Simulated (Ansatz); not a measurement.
Consider the silylene formation by 1,1-elimination: `BO[SiH2][GeH2][F]` → `B[O][GeH2][F]` + `[SiH2]`.

Calculated with Ansatz (gas phase, PBE0-D4/def2-TZVP geometries, no zero-point term in ΔE). CCSD(T)/CBS adds triple-zeta CCSD(T) − MP2 to the extrapolated MP2 energy (def2 sets, frozen cores). This one scheme is used for every species. DFT in def2-TZVPP. B3LYP here is the variant with VWN-RPA as its local correlation; programs differ in this. For Ge outer-core shells are correlated without core-valence functions, which leaves a few kJ/mol of doubt a bond. Scalar relativity is left out up to krypton. One conformer a species, not always the lowest.

CCSD(T)/CBS gives +2.93 eV.

Question: Another level gave +2.94 eV. Which?
A. CCSD/def2-TZVPP
B. PBE0/def2-TZVPP
C. B3LYP/def2-TZVPP
D. B3LYP-D4/def2-TZVPP

Answer: D. B3LYP-D4 2.94, CCSD/def2-TZVPP 2.77, B3LYP 2.82, PBE0 3.03 eV.

Largest T1 diagnostic among the species: 0.014.

The D4 term adds +0.12 eV with B3LYP and +0.07 eV with PBE0; it sums over pairs of atoms, weighted by their polarisabilities, and B3LYP, whose exchange is more repulsive, gets the larger term. From PBE to PBE0 (25 % exact exchange), in def2-TZVPP and without D4, ΔE moves by +0.09 eV. In def2-TZVPP, CCSD(T) changes the Hartree–Fock value by +0.08 eV (the triples alone add +0.03 eV) and MP2 by +0.25 eV.
